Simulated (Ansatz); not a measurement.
A run for Ansatz (a first-principles code): R-PBE/def2-TZVPP on H3NSn (SMILES [NH2][SnH]), atoms moved off the minimum. Elements past Kr take the def2 small-core potentials; no spin–orbit coupling.

Ansatz 0.2 input:
```yaml
crystal:
  periodic: [false, false, false]
  atoms:
    - {symbol: Sn, position_ang: [-0.10925206, 0.16596558, 0.29187471]}
    - {symbol: H, position_ang: [-0.53473750, 1.40922006, -0.98444812]}
    - {symbol: N, position_ang: [0.67540624, -1.03222240, -1.13652106]}
    - {symbol: H, position_ang: [0.78862811, -0.89096043, -2.18925908]}
    - {symbol: H, position_ang: [1.10630447, -1.89591159, -0.91212907]}
basis:
  gaussian:
    orbitals: def2-TZVPP
hamiltonian:
  xc: {name: PBE}
scf: {lower_state_search: off}
output: {forces: true}
```

Output:

```
WARN ansatz: RAYON_NUM_THREADS=1 ignored (pool sized by the plan → 1); use --threads N
Functional definition: PBE
these checks for a lower state are left out or cut short: stability, starts, cluster_reference, orbital_swaps, neighbouring_geometries, increment
integrals: 0.03 GiB planned
720 factors; their error is unknown
mean field: 0.30 GiB planned
mean field evaluation 1: about -7357.0341 eV, gradient 7.7e1 eV
mean field evaluation 2: about -7276.0026 eV, gradient 1.6e2 eV
mean field evaluation 4: about -7368.5538 eV, gradient 1.6e1 eV
mean field evaluation 8: about -7369.0380 eV, gradient 5.9e-2 eV
mean field evaluation 16: about -7369.0314 eV, gradient 6.0e-3 eV
mean field -7369.03135951 eV, -270.8069075532 hartree, gradient 7.1e-6 eV, S^2 0.000000; 0 other end points of the search recorded, 0 dependent functions left out
the calculation of the forces begins
reference -7369.03139851 eV, -270.8069089864 hartree; 16, 16 occupied and 107, 107 virtual orbitals, 720 factors
Total energy: -7369.03139851 eV, -270.8069089864 hartree
Atom 0 at    -0.109252     0.165966     0.291875 Å, force    -0.163564     0.395937    -0.223839 eV/Å
Atom 1 at    -0.534737     1.409220    -0.984448 Å, force     0.036069    -0.163089     0.261055 eV/Å
Atom 2 at     0.675406    -1.032222    -1.136521 Å, force    -0.023682     0.855717    -2.318138 eV/Å
Atom 3 at     0.788628    -0.890960    -2.189259 Å, force    -0.354449     0.038779     1.838717 eV/Å
Atom 4 at     1.106304    -1.895912    -0.912129 Å, force     0.505626    -1.127345     0.442205 eV/Å
Dipole moment:     0.125492    -0.211966    -0.009341 e Å
Checks for a lower state left out: stability, starts, cluster_reference, orbital_swaps, neighbouring_geometries, increment
```

The run converged.

Cost: very roughly 1.7 core-seconds.
